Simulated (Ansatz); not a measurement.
Dissociation curve of trigermane, H₈Ge₃, SMILES [GeH3][GeH2][GeH3], singlet. The Ge1–Ge8 bond (Ge1 also carries Ge, H, H; Ge8 carries H, H, H) is pulled apart rigidly from the PBE0/def2-SVP optimised geometry.

RKS-PBE = restricted PBE/cc-pVDZ (Ansatz, a program for electronic structure); UKS-PBE = unrestricted PBE/cc-pVDZ (Ansatz); UKS-PBE0 = Ansatz with unrestricted PBE0/cc-pVDZ; UCCSD(T) = CCSD(T) on UHF/cc-pVDZ, cores with 3d frozen (Ansatz).

Energies relative to the lowest point of each curve near equilibrium, in eV; the last columns give the difference from UCCSD(T):

| R / Å | RKS-PBE | UKS-PBE | UKS-PBE0 | UCCSD(T) | RKS-PBE − UCCSD(T) | UKS-PBE − UCCSD(T) | UKS-PBE0 − UCCSD(T) |
|---|---|---|---|---|---|---|---|
| 1.99 | 1.735 | 1.735 | 1.699 | 1.996 | -0.261 | -0.261 | -0.297 |
| 2.16 | 0.534 | 0.534 | 0.502 | 0.642 | -0.107 | -0.107 | -0.140 |
| 2.29 | 0.133 | 0.133 | 0.113 | 0.172 | -0.039 | -0.039 | -0.059 |
| 2.37 | 0.028 | 0.028 | 0.018 | 0.041 | -0.013 | -0.013 | -0.022 |
| 2.43 | 0.000 | 0.000 | 0.000 | 0.000 | 0.000 | 0.000 | 0.000 |
| 2.50 | 0.010 | 0.010 | 0.023 | 0.001 | 0.009 | 0.009 | 0.021 |
| 2.60 | 0.086 | 0.086 | 0.118 | 0.073 | 0.013 | 0.013 | 0.045 |
| 2.72 | 0.241 | 0.241 | 0.299 | 0.233 | 0.008 | 0.008 | 0.066 |
| 2.92 | 0.588 | 0.588 | 0.690 | 0.599 | -0.012 | -0.012 | 0.091 |
| 3.19 | 1.111 | 1.111 | 1.278 | 1.156 | -0.045 | -0.045 | 0.122 |
| 3.56 | 1.779 | 1.779 | 2.037 | 1.897 | -0.118 | -0.118 | 0.139 |
| 3.94 | 2.331 | 2.331 | 2.583 | 2.444 | -0.113 | -0.113 | 0.139 |
| 4.49 | 2.892 | 2.776 | 2.874 | 2.742 | 0.150 | 0.034 | 0.133 |
| 5.08 | 3.256 | 2.914 | 2.962 | 2.808 | 0.448 | 0.106 | 0.154 |
| 6.01 | 3.532 | 2.963 | 2.992 | 2.829 | 0.702 | 0.134 | 0.163 |
| 7.12 | 3.642 | 2.971 | 2.997 | 2.834 | 0.808 | 0.136 | 0.163 |

RKS-PBE is furthest from UCCSD(T) at 7.12 (0.808 eV, above); its mean absolute difference over the points is 0.178 eV.

UKS-PBE is furthest from UCCSD(T) at 1.99 (-0.261 eV, below); its mean absolute difference over the points is 0.072 eV.

UKS-PBE0 is furthest from UCCSD(T) at 1.99 (-0.297 eV, below); its mean absolute difference over the points is 0.110 eV.

The restricted form behind RKS-PBE keeps the bonding electrons paired and can't separate into open-shell fragments. The unrestricted determinant behind UKS-PBE is spin-contaminated at 4.49 to 7.12 Å (<S²> up to 1.0, against 0.00 for a pure singlet). The unrestricted determinant behind UKS-PBE0 is spin-contaminated at 3.94 to 7.12 Å (<S²> up to 1.0, against 0.00 for a pure singlet). The unrestricted determinant behind UCCSD(T) is spin-contaminated at 3.19 to 7.12 Å (<S²> up to 1.0, against 0.00 for a pure singlet).
